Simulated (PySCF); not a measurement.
## Radial density of Mo (molybdenum, neutral)

wB97M-V, [Kr] 4d4 5s2, high-spin 5D determinant (an excited configuration). Calculation: PySCF 2.14, in aug-cc-pVTZ-DK; scalar relativity by spin-free X2C-1e.

```csv
r (bohr),4πr²ρ (e/bohr),4πr²(ρα − ρβ)
0.0307,51.32,-0.0015
0.0516,44.70,-0.0015
0.0868,60.79,0.0319
0.146,56.74,0.2128
0.246,42.03,0.4860
0.413,45.14,0.1727
0.695,13.33,0.3593
1.17,10.77,2.2587
1.97,3.444,1.7669
3.31,1.020,0.3423
5.56,0.1544,-0.0026
9.35,0.002954,-0.0005
```

Densities and radii are taken from the X2C orbitals without a picture-change correction, which distorts them close to the nucleus.

Task: Where is the radial spin density 4πr²(ρα − ρβ) most negative, and why is it negative at all?

Result: Around r = 5.56 bohr, down to -0.0026 e/bohr: exchange with the open shell polarises the paired shells in an unrestricted calculation.
